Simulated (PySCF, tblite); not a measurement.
Isomers of C6H12P2S. Computed values, GFN2-xTB/tblite, gas phase, harmonic and unscaled. Errors from tens to a few hundred cm⁻¹ against measured bands are possible. Modes of hydrogen on phosphorus can be 10 to 20 % off. One conformer each.

Electronic energies: PBE0/pcSseg-1 single points on the GFN2-xTB geometries (PySCF, gas phase).

```
               SMILES  electronic energy, lowest = 0 (kJ/mol)
   PCC[P@]1(=S)C=CCC1                                     0.0
   PP(=S)(C1CC1)C1CC1                                    90.8
CC1=C[P@@]1(=S)CP(C)C                                   120.6
  C#CC[P@@](C)(=S)CCP                                   152.0
```

Q: How do GFN2-xTB zero-point energies change the relative energies?

A: 
```
               SMILES  ZPE (kJ/mol)  of it from modes above 1550 cm⁻¹  electronic (kJ/mol)  with ZPE, lowest = 0 (kJ/mol)  lowest mode (cm⁻¹)  rings
   PCC[P@]1(=S)C=CCC1         424.4                             215.6                  0.0                            0.0                  41      1
   PP(=S)(C1CC1)C1CC1         425.6                             210.7                 90.8                           92.0                  34      2
CC1=C[P@@]1(=S)CP(C)C         421.9                             225.1                120.6                          118.1                  47      1
  C#CC[P@@](C)(=S)CCP         412.3                             220.8                152.0                          139.8                  41      0
```

The zero-point energies span 13.3 kJ/mol, from `C#CC[P@@](C)(=S)CCP` to `PP(=S)(C1CC1)C1CC1`. The order is unchanged.

Q: And how do the electronic energies of GFN2-xTB itself compare?

A: `PCC[P@]1(=S)C=CCC1` 0.0; `PP(=S)(C1CC1)C1CC1` 28.1; `CC1=C[P@@]1(=S)CP(C)C` 175.9; `C#CC[P@@](C)(=S)CCP` 129.2 kJ/mol, lowest = 0. Against the energies above, taken from the same isomer `PCC[P@]1(=S)C=CCC1`, the largest difference is 62.7 kJ/mol.

Q: What do entropy and thermal enthalpy add at 298.15 K and 1 bar (rigid rotor, harmonic oscillator, one conformer each)?

A: 
| SMILES | point group | symmetry number | S (J/(mol K)) | H − H(0) (kJ/mol) | ZPE + H − H(0) − TS (kJ/mol) |
| --- | --- | --- | --- | --- | --- |
| PCC[P@]1(=S)C=CCC1 | C1 | 1 | 455.1 | 32.92 | 321.6 |
| PP(=S)(C1CC1)C1CC1 | C1 | 1 | 454.9 | 33.47 | 323.4 |
| CC1=C[P@@]1(=S)CP(C)C | C1 | 1 | 475.5 | 37.10 | 317.2 |
| C#CC[P@@](C)(=S)CCP | C1 | 1 | 476.9 | 37.07 | 307.2 |
